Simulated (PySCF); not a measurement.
(E)-1,1-difluorobut-2-ene (C₄H₆F₂), SMILES C(/C)=C\C(F)F. Coordinates come from a PBE-D3(BJ)/def2-SVP optimisation. Other conformers were not sampled.

The numbers are results of PBE-D3(BJ)/def2-SVP (PySCF), not measurements.

Harmonic wavenumbers (cm⁻¹): 88, 171, 194, 205, 362, 426, 529, 666, 792, 888, 962, 972, 1016, 1053, 1112, 1142, 1243, 1270, 1330, 1340, 1353, 1398, 1407, 1713, 2941, 2960, 3029, 3068, 3092, 3097. Rotational constants (GHz): 7.928, 1.862, 1.607; symmetry number 1.

Q: Work out the zero-point energy and the ideal-gas rigid-rotor harmonic-oscillator thermochemistry at 298.15 K and 1 atm.

A: ZPE = ½ Σ hcν = ½ × 39817 cm⁻¹ = 238.16 kJ/mol. H − E(el) = 258.20 kJ/mol. Entropy in J/(mol K): translation 165.15, rotation 113.00, vibration 60.12, total 338.27. G − E(el) = 157.35 kJ/mol. Cp = 103.33 J/(mol K). Modes under 150 cm⁻¹ make the vibrational entropy uncertain.
